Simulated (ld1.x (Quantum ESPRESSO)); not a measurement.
Scattering properties, TM potential for magnesium

```json
{
  "Element": "Mg",
  "Generator": "ld1.x (Quantum ESPRESSO) 7.5",
  "Type": "norm-conserving Troullier–Martins (Kleinman–Bylander form)",
  "Functional": "BLYP",
  "Relativity": "non-relativistic",
  "Frozen core": "[Ne]",
  "Valence charge": "2",
  "Reference configuration": "3s1 3p0 (charge +1)",
  "Partial waves": "3s (bound): rc 1.85 bohr; 3d channel at 0.25 Ry: rc 2.60 bohr; 3p (bound, empty): rc 2.55 bohr",
  "Local potential": "the p channel",
  "Core correction": "a·sin(br)/r model core inside 1.85 bohr"
}
```

The phase is arctan(r·u′/u) with u = r·R(r), unwrapped; energies in Ry, scanned from -3 to 5 Ry. A pole is an energy at which the radial function vanishes at the test radius. The pseudo phase is shifted by a multiple of π to meet the all-electron one at the reference energy, and phase errors are pseudo minus all-electron; the curves can meet again beyond the range given. Levels narrower than the energy grid can be missing from the lists of poles.

| channel | radius (bohr) | reference energy (Ry) | poles, all-electron | poles, pseudo | unbroken range about the reference energy with phases within 0.05 rad | phase error 1 Ry above the reference energy (rad) |
| --- | --- | --- | --- | --- | --- | --- |
| s | 2.85 | -0.84 | 0.33 | 0.34 | below 2.3 | +0.002 |
| p | 2.85 | -0.52 | 1.01 | 0.96 | below 2.1 | -0.007 |
| d | 2.85 | 0.25 | 1.62 | 1.67 | below 2.7 | +0.006 |

Phases in the p channel:

| E (Ry) | all-electron | pseudo |
| --- | --- | --- |
| -3.00 | 1.332 | 1.330 |
| -2.52 | 1.300 | 1.298 |
| -2.04 | 1.250 | 1.248 |
| -1.56 | 1.165 | 1.163 |
| -1.08 | 0.976 | 0.974 |
| -0.60 | 0.312 | 0.312 |
| -0.12 | -0.981 | -0.985 |
| 0.36 | -1.387 | -1.393 |
| 0.84 | -1.535 | -1.545 |
| 1.32 | -1.623 | -1.639 |
| 1.80 | -1.699 | -1.727 |
| 2.28 | -1.788 | -1.850 |
| 2.76 | -1.939 | -2.140 |
| 3.24 | -2.351 | -3.317 |
| 3.72 | -3.639 | -4.266 |
| 4.20 | -4.298 | -4.496 |
| 4.68 | -4.491 | -4.593 |
